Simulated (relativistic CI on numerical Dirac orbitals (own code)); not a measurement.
**Hyperfine structure of Tb⁵⁹⁺, mass number 157**

Computed by Dirac-Coulomb-Breit CI, KLI orbitals optimised for each configuration, QED by a radiative potential, unscaled Slater integrals (own radial code, finite nucleus).

Configurations in the expansion (outside the closed core 1s2): 2s2 2p2, 2s 2p3, 2p4, 2p3 3s, 2p3 3p, 2p3 3d, 2s2 2p 3s, 2s2 2p 3p, 2s2 2p 3d, 2s 2p2 3s, 2s 2p2 3p, 2s 2p2 3d, 2s2 2p 4s, 2s2 2p 4p, 2s2 2p 4d, 2s2 2p 4f. Levels of other configurations are missing.

Nuclear spin I = 3/2, μ = 2.03 μN, Q = 1.4 b (tables of Stone and Pyykkö). The electronic factors are computed for point nuclear moments, without core polarisation or the Bohr-Weisskopf and QED corrections.

```tsv
Level	E (10³ cm⁻¹)	A (GHz)	B (GHz)
2s2 2p2 3P_1	6264.5	-499.9	759
2s2 2p2 1D_2	6407.8	2014	1400
2s2 2p2 3P_2	12816.0	770.3	113
2s 2p3 3D°_3	14653.8	4494	-3.79
2s 2p3 3S°_1	15218.1	-3768	-574
2s 2p3 1D°_2	15300.7	-265.9	-212
2s 2p3 3P°_1	15327.6	10830	309
2p4 3P_2	17409.8	739.5	108
```

Levels with J = 0, under 50 % of one LS term, or S terms without an open s electron are left out. Small factors come from cancelling terms and can be off by tens of per cent or more.

At this charge energies of transitions that change n are usually good to better than 1 %, and those within a shell (Δn = 0) to a few per cent.

**Question.** Give the hyperfine levels of 2s2 2p2 1D_2 relative to its centre of gravity.

**Answer.** With K = F(F + 1) − I(I + 1) − J(J + 1), E = AK/2 + B[¾K(K + 1) − I(I + 1)J(J + 1)]/[2I(2I − 1)J(2J − 1)]: F = 1/2: -7839, F = 3/2: -6043, F = 5/2: -1883, F = 7/2: 6393 GHz.

LS names give the leading component of a level, which can be under half, so a name can repeat, a term be missing and a line seem to break the LS rules.
